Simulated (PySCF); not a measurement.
copper atom (Cu), doublet; HF/STO-3G (PySCF).

Here is a job for PySCF.
```python
from pyscf import gto, scf

mol = gto.M(
    atom='''
Cu    0.00000000    0.00000000    0.00000000
''',
    basis='sto-3g',
    spin=1,
    verbose=4,
)

mf = scf.UHF(mol)
mf.damp = 0.5
mf.diis_start_cycle = 5
mf.kernel()
mf.analyze()
```

The log (banner, timings and long lists left out):

```
PySCF version 2.14.0

[INPUT] verbose = 4
[INPUT] num. atoms = 1
[INPUT] num. electrons = 29
[INPUT] charge = 0
[INPUT] spin (= nelec alpha-beta = 2S) = 1
[INPUT] symmetry False subgroup None
[INPUT] Mole.unit = angstrom
[INPUT] Symbol           X                Y                Z      unit          X                Y                Z       unit  Magmom
[...]
nuclear repulsion = 0
number of shells = 8
number of NR pGTOs = 54
number of NR cGTOs = 18
basis = sto-3g
ecp = {}

******** <class 'pyscf.scf.uhf.UHF'> ********
method = UHF
initial guess = minao
damping factor = 0.5
level_shift factor = 0
DIIS = <class 'pyscf.scf.diis.CDIIS'>
diis_start_cycle = 5
diis_space = 8
diis_damp = 0
SCF conv_tol = 1e-09
SCF conv_tol_grad = None
SCF max_cycles = 50
direct_scf = True
direct_scf_tol = 1e-13
number electrons alpha = 15  beta = 14
Set gradient conv threshold to 3.16228e-05
init E= -1617.5559016786

cycle= 1 E= -1613.18043999585  delta_E= 4.38  |g|= 0.036  |ddm|= 3.65

cycle= 2 E= -1618.40299067421  delta_E= -5.22  |g|= 0.595  |ddm|= 3.88
cycle= 3 E= -1619.82606592646  delta_E= -1.42  |g|= 0.222  |ddm|= 1.46

cycle= 4 E= -1619.77101099915  delta_E= 0.0551  |g|= 0.405  |ddm|= 2.56

cycle= 5 E= -1619.77902857688  delta_E= -0.00802  |g|= 0.416  |ddm|= 2.55
cycle= 6 E= -1613.01671660526  delta_E= 6.76  |g|= 0.234  |ddm|=  3.6
cycle= 7 E= -1618.35298121032  delta_E= -5.34  |g|= 0.675  |ddm|= 3.86

cycle= 8 E= -1618.37107836466  delta_E= -0.0181  |g|= 0.647  |ddm|= 0.0235
cycle= 9 E= -1613.02572019835  delta_E= 5.35  |g|= 0.166  |ddm|= 3.87
cycle= 10 E= -1618.48229346519  delta_E= -5.46  |g|= 0.465  |ddm|=  3.9
cycle= 11 E= -1618.4313201041  delta_E= 0.051  |g|= 0.561  |ddm|= 0.0841
cycle= 12 E= -1618.57704219948  delta_E= -0.146  |g|= 0.527  |ddm|= 0.305

cycle= 13 E= -1615.58314235396  delta_E= 2.99  |g|= 0.492  |ddm|= 3.61
cycle= 14 E= -1613.03312338483  delta_E= 2.55  |g|= 0.206  |ddm|= 1.49
cycle= 15 E= -1613.02280461508  delta_E= 0.0103  |g|= 0.162  |ddm|= 0.0699
cycle= 16 E= -1619.18969067308  delta_E= -6.17  |g|= 0.74  |ddm|= 3.75
cycle= 17 E= -1618.53456732491  delta_E= 0.655  |g|= 0.542  |ddm|= 0.883
cycle= 18 E= -1615.86132191234  delta_E= 2.67  |g|= 0.823  |ddm|= 3.53
cycle= 19 E= -1618.67642233333  delta_E= -2.82  |g|= 0.608  |ddm|= 3.48
cycle= 20 E= -1618.55584360173  delta_E= 0.121  |g|= 0.61  |ddm|= 0.178
cycle= 21 E= -1618.56689171492  delta_E= -0.011  |g|= 0.604  |ddm|= 0.0974
cycle= 22 E= -1618.48042650693  delta_E= 0.0865  |g|= 0.639  |ddm|= 0.118

cycle= 23 E= -1613.02856576212  delta_E= 5.45  |g|= 0.156  |ddm|= 3.87
cycle= 24 E= -1613.10079711484  delta_E= -0.0722  |g|= 0.439  |ddm|= 0.199
cycle= 25 E= -1619.8380565442  delta_E= -6.74  |g|= 0.132  |ddm|= 3.63
cycle= 26 E= -1619.83493338513  delta_E= 0.00312  |g|= 0.161  |ddm|= 0.0237
cycle= 27 E= -1619.82052368899  delta_E= 0.0144  |g|= 0.254  |ddm|= 0.0587
cycle= 28 E= -1613.0203852314  delta_E=  6.8  |g|= 0.254  |ddm|= 3.62
cycle= 29 E= -1613.0167878645  delta_E= 0.0036  |g|= 0.234  |ddm|= 0.153
cycle= 30 E= -1613.01679117936  delta_E= -3.31e-06  |g|= 0.234  |ddm|= 0.00024
cycle= 31 E= -1613.01680912124  delta_E= -1.79e-05  |g|= 0.234  |ddm|= 0.00689
cycle= 32 E= -1613.01677618826  delta_E= 3.29e-05  |g|= 0.234  |ddm|= 0.00788
cycle= 33 E= -1613.01677477865  delta_E= 1.41e-06  |g|= 0.234  |ddm|= 0.0032
cycle= 34 E= -1613.0169118769  delta_E= -0.000137  |g|= 0.233  |ddm|= 0.00188

cycle= 35 E= -1618.32042471194  delta_E= -5.3  |g|= 0.722  |ddm|= 3.86
cycle= 36 E= -1618.31564745818  delta_E= 0.00478  |g|= 0.729  |ddm|= 0.00559
cycle= 37 E= -1618.40415768799  delta_E= -0.0885  |g|= 0.593  |ddm|= 0.114
cycle= 38 E= -1618.44098463243  delta_E= -0.0368  |g|= 0.525  |ddm|= 0.0564
cycle= 39 E= -1618.46409459628  delta_E= -0.0231  |g|= 0.486  |ddm|= 0.0568
cycle= 40 E= -1613.02592400074  delta_E= 5.44  |g|= 0.17  |ddm|= 3.89
cycle= 41 E= -1613.03452862442  delta_E= -0.0086  |g|= 0.172  |ddm|= 0.189
cycle= 42 E= -1613.03555254725  delta_E= -0.00102  |g|= 0.175  |ddm|= 0.413
cycle= 43 E= -1613.0262248207  delta_E= 0.00933  |g|= 0.177  |ddm|= 0.176
cycle= 44 E= -1613.03092577446  delta_E= -0.0047  |g|= 0.147  |ddm|= 0.384
cycle= 45 E= -1618.51483563092  delta_E= -5.48  |g|= 0.467  |ddm|=  3.9
cycle= 46 E= -1618.36160387365  delta_E= 0.153  |g|= 0.666  |ddm|= 0.256
cycle= 47 E= -1618.4635361063  delta_E= -0.102  |g|=  0.5  |ddm|= 0.151
cycle= 48 E= -1618.42596697668  delta_E= 0.0376  |g|= 0.563  |ddm|= 0.0629
cycle= 49 E= -1618.4631563822  delta_E= -0.0372  |g|= 0.491  |ddm|= 0.0709
cycle= 50 E= -1619.83048212026  delta_E= -1.37  |g|= 0.193  |ddm|= 1.46
SCF not converged.
SCF energy = -1619.83048212026 after 50 cycles  <S^2> = 0.75000475  2S+1 = 2.0000047
**** SCF Summaries ****
Total Energy =                       -1619.830482120259376
Nuclear Repulsion Energy =               0.000000000000000
One-electron Energy =                -2281.540575853295650
Two-electron Energy =                  661.710093733036274
Two-electron Coulomb Energy =          729.004460892101406
DFT Exchange-Correlation Energy =      -67.294367159065132
**** MO energy ****
                             alpha | beta                alpha | beta
[...]
To work with the spin densities directly, `use mulliken_meta_spin()` only printing them here.

 ** Mulliken spin pop alpha/beta on meta-lowdin orthogonal AOs **
 ** Mulliken Spin Density (per AO)  **
spin_pop of  0 Cu 1s        0.00000
spin_pop of  0 Cu 2s        0.00000
spin_pop of  0 Cu 3s        0.00000
spin_pop of  0 Cu 4s        0.00029
spin_pop of  0 Cu 2px      -0.00000
spin_pop of  0 Cu 2py      -0.00000
spin_pop of  0 Cu 2pz      -0.00000
spin_pop of  0 Cu 3px       0.00000
spin_pop of  0 Cu 3py       0.00000
spin_pop of  0 Cu 3pz       0.00000
spin_pop of  0 Cu 4px      -0.00000
spin_pop of  0 Cu 4py      -0.00000
spin_pop of  0 Cu 4pz      -0.00000
spin_pop of  0 Cu 3dxy      0.94462
spin_pop of  0 Cu 3dyz      0.04532
spin_pop of  0 Cu 3dz^2     0.00270
spin_pop of  0 Cu 3dxz      0.00705
spin_pop of  0 Cu 3dx2-y2    0.00002
 ** Mulliken Spin Density (per atom)  **
spin density of  0 Cu =      1.00000
 ** Mulliken pop alpha/beta on meta-lowdin orthogonal AOs **
 ** Mulliken pop       alpha | beta **
[...]
In total            15.00000 | 14.00000
 ** Mulliken atomic charges   ( Nelec_alpha | Nelec_beta ) **
charge of  0Cu =      0.00000  (    15.00000     14.00000 )
Dipole moment(X, Y, Z, Debye): -0.00001, -0.00004,  0.00001
```

Convergence was not reached.
